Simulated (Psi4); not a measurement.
C₂H₇O, charge +1, singlet, at a GFN2-xTB geometry, atoms displaced at random by about 0.1 Å a coordinate; PBE0/STO-3G (Psi4 1.11).

Input for Psi4:
```
memory 2 GB

molecule mol {
1 1
  C    -0.043397    1.266436   -0.263667
  O     0.162658   -0.019804    0.540891
  C    -0.048879   -1.200586   -0.412334
  H    -0.075726    1.993872    0.708261
  H     0.772514    1.119859   -0.828076
  H    -0.907061    1.002139   -0.941833
  H     0.078977   -1.913951    0.266634
  H    -0.858372   -1.215353   -0.787825
  H     0.843028   -1.306725   -0.977297
  H    -0.693591    0.049093    1.211055
}

set basis sto-3g
set reference rks
set opt_coordinates cartesian

optimize('pbe0')
print_variables()
```

What the program printed (banner, timings and long lists left out):

```
gradient() will perform analytic gradient computation.

   => Loading Basis Set <=

    Name: STO-3G
    Role: ORBITAL
    Keyword: BASIS

         ---------------------------------------------------------
                                   SCF
               by Justin Turney, Rob Parrish, Andy Simmonett
                          and Daniel G. A. Smith
                              RKS Reference
         ---------------------------------------------------------

  ==> Geometry <==

    Molecular point group: c1
    Full point group: C1

    Geometry (in Angstrom), charge = 1, multiplicity = 1:

       Center              X                  Y                   Z               Mass
    ------------   -----------------  -----------------  -----------------  -----------------
         C           -0.057160809914     1.262179869697    -0.246235551642    12.000000000000
         O            0.148894190086    -0.024060130303     0.558322448358    15.994914619570
         C           -0.062642809914    -1.204842130303    -0.394902551642    12.000000000000
         H           -0.089489809914     1.989615869697     0.725692448358     1.007825032230
         H            0.758750190086     1.115602869697    -0.810644551642     1.007825032230
         H           -0.920824809914     0.997882869697    -0.924401551642     1.007825032230
         H            0.065213190086    -1.918207130303     0.284065448358     1.007825032230
         H           -0.872135809914    -1.219609130303    -0.770393551642     1.007825032230
         H            0.829264190086    -1.310981130303    -0.959865551642     1.007825032230
         H           -0.707354809914     0.044836869697     1.228486448358     1.007825032230

  Running in c1 symmetry.

  Rotational constants: A =      1.03049  B =      0.31377  C =      0.26918 [cm^-1]
  Rotational constants: A =  30893.18870  B =   9406.45042  C =   8069.95683 [MHz]
  Nuclear repulsion =   90.281193832055024

  Charge       = 1
  Multiplicity = 1
  Electrons    = 26
  Nalpha       = 13
  Nbeta        = 13

  ==> Algorithm <==

  SCF Algorithm Type is DF.
  DIIS enabled.
  MOM disabled.
  Fractional occupation disabled.
  Guess Type is SAD.
  Energy threshold   = 1.00e-08
  Density threshold  = 1.00e-08
  Integral threshold = 1.00e-12

  ==> Primary Basis <==

  Basis Set: STO-3G
    Blend: STO-3G
    Number of shells: 16
    Number of basis functions: 22
    Number of Cartesian functions: 22
    Spherical Harmonics?: true
    Max angular momentum: 1

  ==> DFT Potential <==

   => LibXC <=

    Version 7.1.2
    S. Lehtola, C. Steigemann, M. J. T. Oliveira, and M. A. L. Marques,  SoftwareX 7, 1–5 (2018) (10.1016/j.softx.2017.11.002)

   => Composite Functional: PBE0 <=

    PBE0 Hyb-GGA Exchange-Correlation Functional

    C. Adamo and V. Barone,  J. Chem. Phys. 110, 6158 (1999) (10.1063/1.478522)
    M. Ernzerhof and G. E. Scuseria,  J. Chem. Phys. 110, 5029 (1999) (10.1063/1.478401)

    Deriv               =              1
    GGA                 =           TRUE
    Meta                =          FALSE

    Exchange Hybrid     =           TRUE
    MP2 Hybrid          =          FALSE

   => Exchange Functionals <=

    0.7500   Perdew, Burke & Ernzerhof

   => Exact (HF) Exchange <=

    0.2500               HF

   => Correlation Functionals <=

    1.0000   Perdew, Burke & Ernzerhof

   => LibXC Density Thresholds  <==

    XC_HYB_GGA_XC_PBEH:  1.00E-15

   => Molecular Quadrature <=

    Radial Scheme          =       TREUTLER
    Pruning Scheme         =           NONE
    Nuclear Scheme         =       TREUTLER

    Blocking Scheme        =         OCTREE
    BS radius alpha        =              1
    Pruning alpha          =              1
    Radial Points          =             75
    Spherical Points       =            302
    Total Points           =         213793
    Total Blocks           =           1637
    Max Points             =            256
    Max Functions          =             22
    Weights Tolerance      =       1.00E-15

   => Loading Basis Set <=

    Name: (STO-3G AUX)
    Role: JKFIT
    Keyword: DF_BASIS_SCF

  ==> Integral Setup <==

  SCF_SUBTYPE=INCORE selected. In-core MEM_DF algorithm will be used.
  Using in-core AOs.

  ==> MemDFJK: Density-Fitted J/K Matrices <==

    J tasked:                   Yes
    K tasked:                   Yes
    wK tasked:                   No
    Algorithm:                 Core
    Schwarz Cutoff:           1E-12
    Mask sparsity (%):       0.4132
    Fitting Condition:        1E-10

   => Auxiliary Basis Set <=

  Basis Set: (STO-3G AUX)
    Blend: DEF2-UNIVERSAL-JKFIT
    Number of shells: 117
    Number of basis functions: 353
    Number of Cartesian functions: 411
    Spherical Harmonics?: true
    Max angular momentum: 4

  Minimum eigenvalue in the overlap matrix is 1.6859352656E-01.
  Reciprocal condition number of the overlap matrix is 6.7797629183E-02.
    Using symmetric orthogonalization.

  ==> Pre-Iterations <==

  SCF Guess: Superposition of Atomic Densities via on-the-fly atomic UHF (no occupation information).

   -------------------------
    Irrep   Nso     Nmo
   -------------------------
     A         22      22
   -------------------------
    Total      22      22
   -------------------------

  ==> Iterations <==

                           Total Energy        Delta E     RMS |[F,P]|

   @DF-RKS iter SAD:  -151.61500715643959   -1.51615e+02   0.00000e+00
   @DF-RKS iter   1:  -153.09119166975910   -1.47618e+00   1.21118e-02 ADIIS/DIIS
   @DF-RKS iter   2:  -153.11017270464777   -1.89810e-02   9.60478e-03 ADIIS/DIIS
   @DF-RKS iter   3:  -153.13704061359357   -2.68679e-02   2.51824e-03 ADIIS/DIIS
   @DF-RKS iter   4:  -153.13874286167874   -1.70225e-03   3.77099e-04 ADIIS/DIIS
   @DF-RKS iter   5:  -153.13878551061941   -4.26489e-05   5.87934e-05 DIIS
   @DF-RKS iter   6:  -153.13878659017425   -1.07955e-06   1.28124e-05 DIIS
[...]
  @DF-RKS Final Energy:  -153.26020856357675
    Total Energy =                       -153.2602085635767537
  @DF-RKS Final Energy:  -153.26021792687374
    Total Energy =                       -153.2602179268737359
  @DF-RKS Final Energy:  -153.26022490566854
    Total Energy =                       -153.2602249056685366
  @DF-RKS Final Energy:  -153.26023307761966
    Total Energy =                       -153.2602330776196595
  @DF-RKS Final Energy:  -153.26025918845755
    Total Energy =                       -153.2602591884575531
  @DF-RKS Final Energy:  -153.26026301894041
    Total Energy =                       -153.2602630189404067
  @DF-RKS Final Energy:  -153.26026347789184
    Total Energy =                       -153.2602634778918400
[...]
	 Y(7)             =        -3.979190          -2.105697
	 Z(7)             =         0.723914           0.383079
	 X(8)             =        -1.776294          -0.939974
	 Y(8)             =        -2.426539          -1.284069
	 Z(8)             =        -1.676344          -0.887083
	 X(9)             =         1.678651           0.888304
	 Y(9)             =        -2.268115          -1.200235
	 Z(9)             =        -1.877157          -0.993349
	 X(10)            =        -1.315513          -0.696140
	 Y(10)            =        -0.087715          -0.046417
	 Z(10)            =         2.278872           1.205927

	        --- Internal Coordinate Step in ANG or DEG, aJ/ANG or AJ/DEG ---
	-------------------------------------------------------------------------------
	           Coordinate      Previous         Force          Change          New
	           ----------      --------        ------          ------        ------
	                 X(1)      -0.02936        0.00002       -0.00007      -0.02943
	                 Y(1)       1.27334        0.00005        0.00009       1.27343
	                 Z(1)      -0.24861       -0.00010        0.00004      -0.24857
	                 X(2)       0.05969        0.00022       -0.00010       0.05960
	                 Y(2)      -0.01405        0.00005       -0.00001      -0.01407
	                 Z(2)       0.52341        0.00015       -0.00006       0.52335
	                 X(3)       0.01254       -0.00076        0.00023       0.01276
	                 Y(3)      -1.25726       -0.00011       -0.00010      -1.25737
	                 Z(3)      -0.32124       -0.00029       -0.00007      -0.32130
	                 X(4)      -0.00371        0.00011        0.00096      -0.00275
	                 Y(4)       2.08183        0.00023        0.00007       2.08190
	                 Z(4)       0.50609        0.00018        0.00004       0.50613
	                 X(5)       0.86714       -0.00032       -0.00044       0.86670
	                 Y(5)       1.30096       -0.00012       -0.00056       1.30040
	                 Z(5)      -0.89503       -0.00013       -0.00041      -0.89544
	                 X(6)      -0.96546       -0.00044       -0.00040      -0.96586
	                 Y(6)       1.28527        0.00004        0.00067       1.28594
	                 Z(6)      -0.84149        0.00002        0.00051      -0.84097
	                 X(7)       0.10275       -0.00028        0.00009       0.10284
	                 Y(7)      -2.10570       -0.00010        0.00019      -2.10550
	                 Z(7)       0.38308        0.00037        0.00037       0.38345
	                 X(8)      -0.93997        0.00052        0.00051      -0.93947
	                 Y(8)      -1.28407        0.00036       -0.00011      -1.28418
	                 Z(8)      -0.88708       -0.00017       -0.00041      -0.88749
	                 X(9)       0.88830        0.00060        0.00055       0.88886
	                 Y(9)      -1.20024       -0.00022       -0.00015      -1.20039
	                 Z(9)      -0.99335        0.00004        0.00025      -0.99310
	                X(10)      -0.69614        0.00019       -0.00032      -0.69646
	                Y(10)      -0.04642       -0.00018       -0.00038      -0.04679
	                Z(10)       1.20593       -0.00006       -0.00032       1.20561
	-------------------------------------------------------------------------------

	                                 ==> Convergence Check <==

	Measures of convergence in internal coordinates in au.

	Criteria marked as inactive (o), active & met (*), and active & unmet ( ).

	----------------------------------------------------------------------------------------------
	   Step    Total Energy     Delta E     Max Force     RMS Force      Max Disp      RMS Disp
	----------------------------------------------------------------------------------------------
	  Convergence Criteria     1.00e-06 *    3.00e-04 *             o    1.20e-03 *             o
	----------------------------------------------------------------------------------------------
	    27    -153.26026348   -4.59e-07 *    9.18e-05 *    3.38e-05 o    1.81e-03      6.83e-04 o  ~
	----------------------------------------------------------------------------------------------

Next Geometry in Ang
	Fragment 1 (Ang)

	    C  -0.0294252093   1.2734280076  -0.2485724344
	    O   0.0595964700  -0.0140654898   0.5233472505
	    C   0.0127649738  -1.2573672755  -0.3213046168
	    H  -0.0027480360   2.0819020873   0.5061324408
	    H   0.8667004302   1.3003982923  -0.8954368804
	    H  -0.9658566849   1.2859422558  -0.8409738545
	    H   0.1028369393  -2.1055021587   0.3834537451
	    H  -0.9394667533  -1.2841794129  -0.8874916320
	    H   0.8888562820  -1.2003883484  -0.9931007015
	    H  -0.6964600029  -0.0467942915   1.2056071075

    Final optimized geometry and variables:
    Molecular point group: c1
    Full point group: C1

    Geometry (in Angstrom), charge = 1, multiplicity = 1:

    C           -0.029359722217     1.273336807414    -0.248611755301
    O            0.059693037630    -0.014053180164     0.523411537027
    C            0.012538998995    -1.257263055873    -0.321235750729
    H           -0.003705893097     2.081833484661     0.506092655800
    H            0.867138765891     1.300958703323    -0.895025889589
    H           -0.965461406806     1.285272458897    -0.841485868121
    H            0.102747904393    -2.105696863147     0.383079050914
    H           -0.939974066051    -1.284069370240    -0.887082803629
    H            0.888303896618    -1.200235007548    -0.993348631616
    H           -0.696139556447    -0.046416644511     1.205927193589

  Variable Map:
  ----------------------------------------------------------------------------
[...]
  Array Variable Map:
  ----------------------------------------------------------------------------
[...]
Optimizer: Optimization complete!
```
